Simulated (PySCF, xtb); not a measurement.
B(Cl)(SMe)2 (C₂H₆BClS₂), SMILES S(B(Cl)SC)C. The values are those of a single conformer.

Harmonic wavenumbers (cm⁻¹) from GFN2-xTB in xtb 6.7.1 at its own minimum, in rising order: 80, 90, 104, 121, 139, 179, 247, 283, 353, 426, 724, 731, 792, 841, 945, 948, 965, 968, 1315, 1320, 1437, 1438, 1441, 1441, 3044, 3044, 3049, 3051, 3065, 3069.

### Question
What does B3LYP-D3(BJ)/def2-SVP (PySCF) give at its own minimum? (The exact figures need the calculation; the answer reports its results.)

### Answer
82, 110, 114, 155, 155, 194, 270, 318, 421, 447, 708, 711, 933, 954, 960, 961, 996, 1005, 1334, 1338, 1446, 1448, 1448, 1454, 3051, 3058, 3155, 3164, 3169, 3170. Paired by order, the mean absolute difference is 38 cm⁻¹ and the zero-point energies are 51.0 and 52.5 kcal/mol.
